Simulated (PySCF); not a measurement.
P$_{2}$, charge +1, doublet, geometry from GFN2-xTB (a state made from the parent by changing its charge; the spin is typed, not shown lowest). Base run: PySCF with CAMB3LYP/pcseg-1.

Here is a job for PySCF.
```python
from pyscf import gto, scf, dft

mol = gto.Mole()
mol.atom = '''
    P    -0.00000000   -0.00000000   -0.98489567
    P     0.00000000    0.00000000    0.98489567
'''
mol.basis = 'pcseg-1'
mol.charge = 1
mol.spin = 1
mol.verbose = 3
mol.build()

mf = dft.UKS(mol)
mf.xc = 'camb3lyp'
mf.kernel()
```

The base run was repeated with changes; each row names its change, and settings that it needs were set with it.

| change | ΔE vs base (mEh) | fitting functions |
|---|---|---|
| base | 0.000 | - |
| auxbasis = def2-tzvp-ri | -25.866 | 226 |
| auxbasis = cc-pvdz-jkfit | 0.059 | 224 |
| auxbasis = autoaux | 0.060 | 322 |
| auxbasis = def2-universal-jkfit | -0.023 | 256 |
| auxbasis = def2-svp-ri | -815.4 | 124 |
| auxbasis = def2-universal-jfit | 873.7 | 102 |
| only_dfj = on; auxbasis = def2-universal-jfit | -0.156 | 102 |
| auxbasis = default (with mf = mf.density_fit()) | 0.005 | 368 |
| auxbasis = even-tempered beta=1.6 | 0.003 | 516 |

A fitting set is made for a task (jfit for Coulomb, jkfit for Coulomb and exchange, ri for correlation) and for a family of orbital bases.

Open shells are given as the SCF converged; they aren't shown to be the lowest states, and a large step between rows can be another state.
